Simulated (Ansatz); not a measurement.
```yaml
crystal:
  periodic: [false, false, false]
  atoms:
    - {symbol: Ge, position_ang: [-0.333544, 2.123908, 0.724631]}
    - {symbol: Ge, position_ang: [-1.522128, -0.401773, -1.170591]}
    - {symbol: Ge, position_ang: [1.609899, -1.673176, 1.010451]}
    - {symbol: Se, position_ang: [2.010590, 0.629353, 0.265829]}
    - {symbol: Se, position_ang: [-2.087090, 0.560320, 1.058488]}
    - {symbol: Se, position_ang: [0.519602, 1.107427, -1.590884]}
    - {symbol: Se, position_ang: [-0.197328, -2.346048, -0.297913]}
basis:
  gaussian: {orbitals: def2-TZVP, initial_orbitals: start.molden}
hamiltonian: {xc: {name: wB97X-V}}
scf: {omitted_lower_state_checks: [starts]}
output: {orbitals: {seedname: orbitals}}
```

The file start.molden holds the orbitals of an earlier run on this structure, at another level or in another basis.

```sh
$ ansatz run in.yaml --threads 4 --pin off --events-out ev --progress --plain --max-ram 4787MiB
```

Does this run fit into the memory that it is given?

No. It has 336 basis functions, and Ansatz plans for 7 GiB where 5 GiB are given.
